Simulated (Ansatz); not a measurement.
BClFH2InO, SMILES `FB(Cl)[O][InH2]`, 7 atoms. Charge 0, multiplicity 1. Correlated methods include outer-core shells of In, which these sets cover unevenly. In takes the def2 core potential. All runs use 4 threads of an Intel Xeon 6975P-C on a shared host. Correlated methods freeze the cores.

Task: How many basis functions does each run have, and how long does it take in Ansatz? direct RPA on PBE orbitals/def2-TZVPP energy; RKS B97M-V/def2-TZVPP energy; RKS PBE0-D4/def2-SVP energy; RKS B2PLYP (frozen core)/def2-TZVPP energy; RKS PBE0-D4/def2-TZVP frequencies; RHF-CCSD(T)/def2-SVP energy; RHF-MP2/def2-QZVPP energy; RKS PBE0-D4/def2-QZVPP energy; RKS PBE0-D4/def2-TZVP relaxation (14 steps); RKS ωB97M-V/def2-QZVPP energy; RKS ωB97M-V/def2-SVP energy; RKS revPBE-D4/def2-TZVPP energy. (An estimate is asked.)

Result: Ansatz gave: Other jobs shared the machine, so times are rough.

| level | job | functions | wall time | peak host memory (GiB) |
| --- | --- | --- | --- | --- |
| RKS PBE0-D4/def2-SVP | energy | 96 | 0.7 s | 0.22 |
| RKS revPBE-D4/def2-TZVPP | energy | 213 | 1 s | 0.29 |
| RKS ωB97M-V/def2-SVP | energy | 96 | 2 s | 0.32 |
| direct RPA on PBE orbitals/def2-TZVPP | energy | 213 | 2.6 s | 0.53 |
| RHF-CCSD(T)/def2-SVP | energy | 96 | 2.6 s | 0.43 |
| RKS B97M-V/def2-TZVPP | energy | 213 | 2.6 s | 0.37 |
| RKS B2PLYP (frozen core)/def2-TZVPP | energy | 213 | 2.7 s | 0.57 |
| RKS PBE0-D4/def2-QZVPP | energy | 383 | 3.6 s | 1.3 |
| RKS ωB97M-V/def2-QZVPP | energy | 383 | 7.5 s | 1.6 |
| RHF-MP2/def2-QZVPP | energy | 383 | 7.5 s | 1.7 |
| RKS PBE0-D4/def2-TZVP | relaxation (14 steps) | 192 | 28 s | 0.55 |
| RKS PBE0-D4/def2-TZVP | frequencies | 192 | 66 s | 0.54 |
